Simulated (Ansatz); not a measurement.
Wavefunction ladder for AlB2H7OSi, SMILES `BOB[SiH2][AlH2]`

```tsv
atom	x (Å)	y (Å)	z (Å)
B1	-1.6454	2.1621	0.6387
O2	-1.4215	0.8843	0.3362
B3	-1.1560	-0.3676	-0.0393
Si4	0.4872	-0.7913	-1.1392
Al5	2.2918	-1.3797	0.4190
H6	-2.3331	2.8112	-0.0954
H7	-1.1519	2.6052	1.6360
H8	-1.8978	-1.2273	0.3552
H9	0.2035	-1.9463	-2.0406
H10	0.8868	0.3805	-1.9742
H11	3.2758	-0.2586	0.9670
H12	2.4605	-2.8724	0.9365
```

Total charge 0; spin multiplicity 1. Geometry: relaxed with PBE0-D4/def2-TZVP. It is one conformer, not always the lowest. Frozen core, restricted reference, Ansatz. CBS rows extrapolate triple and quadruple zeta; past MP2 they add the triple-zeta difference.

```
     basis     HF (Eh)  MP2 corr.  CCSD corr.       (T)  CCSD(T) total
  def2-SVP  -658.93190   -0.51017           ?  -0.01594              ?
def2-TZVPP  -659.26419   -0.63373           ?         ?              ?
def2-QZVPP  -659.28645          ?           –         –              –
 CBS(def2)  -659.28952   -0.71531    -0.77837     as TZ     -660.09328
```

Problem. Fill in the withheld values. (Best estimate.)

Solution. Computed: def2-SVP CCSD corr.: -0.57727; def2-SVP CCSD(T) total: -659.52511; def2-TZVPP CCSD corr.: -0.69679; def2-TZVPP (T): -0.02539; def2-TZVPP CCSD(T) total: -659.98637; def2-QZVPP MP2 corr.: -0.68059.
